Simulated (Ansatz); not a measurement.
`N[SiH](O)S[SiH3]`. Charge 0, multiplicity 1.

```csv
atom,x (Å),y (Å),z (Å)
N1,0.678,0.519,2.338
Si2,-0.091,-0.002,0.912
O3,0.634,-1.322,0.252
S4,0.004,1.459,-0.636
Si5,-0.448,0.186,-2.296
H6,1.612,0.897,2.328
H7,0.130,0.895,3.093
H8,-1.495,-0.287,1.293
H9,0.680,-2.105,0.804
H10,-1.543,-0.755,-1.950
H11,0.740,-0.573,-2.753
H12,-0.901,1.088,-3.385
```

Problem. Give the diagnostics of a CCSD(T)/def2-TZVPP run (frozen core, the Gaussian-basis code of Ansatz). (An estimate is asked.)

Solution. Computed: T1 = 0.0113, largest single amplitude 0.014, largest double 0.019, (T) share of the correlation energy 3.8 %, 9 CCSD cycles. The RHF solution is stable towards an unrestricted one. T1 lies under the customary mark of 0.02 for closed shells.
